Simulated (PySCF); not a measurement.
Compound: W(NMe)Me4, C₅H₁₅NW (singlet state).
Structure used (PBE0-D3(BJ)/def2-SVP), in Å, numbered top down from 1:
```xyz
22
C5H15NW angstrom
W      0.2057   -0.1330   -0.1359
N      0.0248   -0.0656    1.5831
C     -0.0984    0.0548    2.9862
H      0.6664   -0.5491    3.5044
H      0.0337    1.1044    3.3000
H     -1.0910   -0.2827    3.3295
C      2.1778    0.1459   -0.9432
H      2.7290   -0.8010   -0.7741
H      2.7668    0.9495   -0.4749
H      2.1523    0.3294   -2.0323
C     -0.1148    1.9535   -0.6251
H      0.7722    2.4895   -0.2423
H     -1.0116    2.4126   -0.1900
H     -0.1544    2.0876   -1.7195
C     -1.8466   -0.0245   -0.9300
H     -1.7428    0.0272   -2.0303
H     -2.4080    0.8642   -0.6131
H     -2.4428   -0.9198   -0.6998
C     -0.1967   -2.1381   -0.7430
H      0.7858   -2.6132   -0.5212
H     -0.4117   -2.2564   -1.8174
H     -0.9597   -2.6803   -0.1681
```

Computed with PySCF 2.14.0, density-fitted response routines, TDDFT CAM-B3LYP/def2-SVPD, vertical, gas phase, core orbitals frozen in the response, def2 core potentials past Kr. Spin–orbit coupling is left out.

Frontier orbitals with the atoms that hold most of them (Löwdin shares over 4%, at most four atoms; ? is withheld):

```
orbital  ε (eV)                          atoms
 LUMO+2    0.88  W1 42%, N2 17%, C11 6%, C3 5%
 LUMO+1    0.43    W1 43%, C3 9%, C7 8%, N2 7%
   LUMO   -1.01          W1 66%, C19 6%, C7 6%
   HOMO   -7.96                              ?
 HOMO-1   -8.33                              ?
 HOMO-2   -9.50  W1 31%, N2 26%, C11 9%, C3 7%
 HOMO-3   -9.69  N2 31%, W1 30%, C3 8%, C15 7%
```

Q: Give the leading atoms of the HOMO.

A: C15 (bonded to W and 3 H) 20%; N2 (bonded to C and W) 17%; C7 (bonded to W and 3 H) 16%; W1 (bonded to 4 C and N) 13%. By element: carbon 35% or more, nitrogen 17%, tungsten 13%.

Q: Which atoms hold the HOMO-1, and with what shares?

A: W1 (bonded to 4 C and N) 21%; C19 (bonded to W and 3 H) 18%; C11 (bonded to W and 3 H) 18%; N2 (bonded to C and W) 11%. By element: carbon 36% or more, tungsten 21%, nitrogen 11%.

Q: The HOMO–LUMO gap is 6.95 eV. Where does the response calculation put the lowest singlet, and from which orbitals?

A: S1 is at 3.09 eV (f = 0.011), 3.86 eV below the gap, made of HOMO→LUMO (98%). 

Q: One configuration dominates each of S1, S2, S3 and S5. Which, and how do the shares of the two leading atoms of either orbital change from the occupied to the empty one?

A: 
- S1 (3.09 eV, f 0.011), HOMO→LUMO (98%): C15 20% → at most 4%, N2 17% → at most 4%, W1 13% → 66%, C19 at most 14% → 6%; the Löwdin share of tungsten is 13% in HOMO and 66% in LUMO (ligand-to-metal charge transfer by this measure)
- S2 (3.47 eV, f 0.0047), HOMO-1→LUMO (96%): W1 21% → 66%, C19 18% → 6%; the Löwdin share of tungsten is 21% in HOMO-1 and 66% in LUMO
- S3 (4.29 eV, f 0.012), HOMO-2→LUMO (87%): W1 31% → 66%, N2 26% → at most 4%, C19 at most 7% → 6%; the Löwdin share of tungsten is 31% in HOMO-2 and 66% in LUMO
- S5 (4.88 eV, f 0.017), HOMO→LUMO+1 (76%): C15 20% → at most 8%, N2 17% → 7%, W1 13% → 43%, C3 at most 14% → 9%; the Löwdin share of tungsten is 13% in HOMO and 43% in LUMO+1

Löwdin shares depend on the basis, the more so with diffuse functions.

Hardware: an Arm Neoverse V2 with one thread, no GPU, on a shared host. Cost: 1.7 min (with the writing of density and orbital grids), 1.7 GiB resident at most.
